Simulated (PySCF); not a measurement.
Relaxation of singlet H2Se

These are results of PySCF, B3LYP, basis Se def2-TZVP, H def2-TZVP (no relativity, density fitting), not measurements. A (50,194) grid was used.

A start displaced from a saddle point along its imaginary mode, of C2v symmetry, held to at least that symmetry:

```xyz
3
charge 0 multiplicity 1, angstrom
Se    0.0030    0.0006    0.0000
H    -0.1177   -0.0233    1.4261
H    -0.1177   -0.0233   -1.4261
```

Optimiser trace:
| step | E − E(last) (kJ/mol) | largest gradient (Eh/bohr) |
| --- | --- | --- |
| 0 | 300.22 | 0.05504 |
| 1 | 185.35 | 0.08731 |
| 2 | 71.81 | 0.03858 |
| 3 | 38.43 | 0.03685 |
| 4 | 8.87 | 0.01985 |
| 5 | 0.41 | 0.00872 |
| 6 | 0.01 | 0.00132 |
| 7 | 0.00 | 0.00004 |

It ends at C2v with Se–H 1.471 Å (×2); H–Se–H 91.3°. A frequency run shows a minimum. Other isomers or separated fragments may lie lower.

Final geometry:
```xyz
3
charge 0 multiplicity 1, angstrom
Se    0.0248    0.0049    0.0000
H    -0.9837   -0.1946    1.0514
H    -0.9837   -0.1946   -1.0514
```

The relaxation took 4.6 s on 2 threads of a shared Arm Neoverse V2 host, with 60 basis functions and 8 gradients; the process peaked at 0.63 GiB.
